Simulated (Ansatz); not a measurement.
Abridged output of a molecular run in Ansatz:

```
Functional definition: HF
3612 factors; integrals over basis functions are off by at most 7.5e-4 eV
mean field evaluation 1: about -30838.4957 eV, gradient 6.6e1 eV
mean field evaluation 2: about -30839.0853 eV, gradient 6.6e1 eV
mean field evaluation 4: about -30848.3459 eV, gradient 7.4e0 eV
mean field evaluation 8: about -30848.5099 eV, gradient 5.9e-1 eV
mean field -30848.51066756 eV, -1133.6618571613 hartree, gradient 2.9e-6 eV, S^2 0.000000; 0 other end points of the search recorded, 0 dependent functions left out
18 core orbitals not correlated: weight in the atoms' cores, before any rotation towards them, 1.000 or more for the frozen orbitals, at most 0.000 for the correlated occupied ones
reference -30848.51066756 eV, -1133.6618571613 hartree; 39, 39 occupied and 524, 524 virtual orbitals, 3612 factors
second order -61.67374088 eV of doubles, -0.00000000 eV of singles
cycle   1  -61.87263443 eV  change   -2.0e-1 eV  update   1.8e-1
cycle   2  -63.32658116 eV  change    -1.5e0 eV  update   5.5e-2
cycle   3  -63.70255513 eV  change   -3.8e-1 eV  update   3.0e-2
cycle   4  -63.68194783 eV  change    2.1e-2 eV  update   7.6e-3
cycle   5  -63.67490196 eV  change    7.0e-3 eV  update   4.1e-3
cycle   6  -63.67784440 eV  change   -2.9e-3 eV  update   1.5e-3
cycle   7  -63.67741401 eV  change    4.3e-4 eV  update   6.8e-4
cycle   8  -63.67707126 eV  change    3.4e-4 eV  update   2.0e-4
cycle   9  -63.67718455 eV  change   -1.1e-4 eV  update   9.2e-5
cycle  10  -63.67720244 eV  change   -1.8e-5 eV  update   2.9e-5
perturbative correction -2.49368703 eV, -0.0916413080 hartree
Total energy: -30914.68155703 eV, -1136.0935924970 hartree
```

Its atoms:

```xyz
26

C    -1.2134   -3.8303    1.2727
C    -1.5360   -2.3673    1.0997
O    -0.6959   -1.8416    0.0808
Sn   -0.8524    0.0205   -0.4233
Cl   -3.0216    0.5773   -0.9716
O     0.3472    0.2451   -1.9255
C     0.3964    1.4925   -2.6051
C     1.3963    1.3815   -3.7286
O    -0.3802    1.2010    1.0496
C     0.9159    1.0990    1.6224
C     1.0264    2.1118    2.7349
H    -1.3869   -4.3719    0.3410
H    -0.1673   -3.9610    1.5566
H    -1.8426   -4.2677    2.0521
H    -2.5929   -2.2443    0.8287
H    -1.3766   -1.8315    2.0454
H     0.6910    2.2958   -1.9160
H    -0.5925    1.7519   -3.0055
H     1.0998    0.5967   -4.4269
H     2.3862    1.1379   -3.3378
H     1.4604    2.3267   -4.2738
H     1.0870    0.0877    2.0165
H     1.6900    1.2863    0.8655
H     0.2717    1.9216    3.5005
H     2.0145    2.0608    3.1996
H     0.8755    3.1215    2.3482
```

Task: Which basis set was used?
A. def2-TZVPP
B. def2-QZVPP
C. def2-SVPD
D. cc-pV(Q+d)Z

Result: A. It gives 581 functions.

Task: Write the keys of the input that set method, charge and spin (a neutral closed shell needs none for the last two).

Result: 
```yaml
correlation: {method: ccsd_t}
```
